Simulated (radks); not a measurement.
Problem. Spherical quantum dot in the effective-mass picture: electrons in a well V = -V0 / (1 + exp((r - R)/a)) with V0 = 5.03, R = 8.42, a = 0.69, all in effective atomic units (hartree* = m*/eps^2 hartree, bohr* = eps/m* bohr), one dielectric constant everywhere. Method: non-relativistic Kohn-Sham, PBE, spin-polarised, spherical densities; computed with a radial shooting solver with Libxc functionals. Levels are named by radial order and angular momentum (1s, 1p, 1d, 2s, ...), and open shells are averaged over m. Each electron was tried in the lowest free levels, single moves between levels near the top were tried too, and the lowest total energy was kept; such a search can miss a lower state. The series stops at N = 10: beyond it a trial failed or the search could not be trusted, so later rows were left out. Give the order in which the levels fill up to N = 10, the shell closures and the spin along the way.

Solution. Shells are first occupied in the order 1s, 1p, 1d. Open shells at each N (closed shells left out): 1: 1s(up 1, down 0); 2: none; 3: 1p(up 1, down 0); 4: 1p(up 2, down 0); 5: 1p(up 3, down 0); 6: 1p(up 3, down 1); 7: 1p(up 3, down 2); 8: none; 9: 1d(up 1, down 0); 10: 1d(up 2, down 0). All shells are closed at N = 2, 8 (there: 1s2 1p6). Largest 2S: 3, at N = 5.
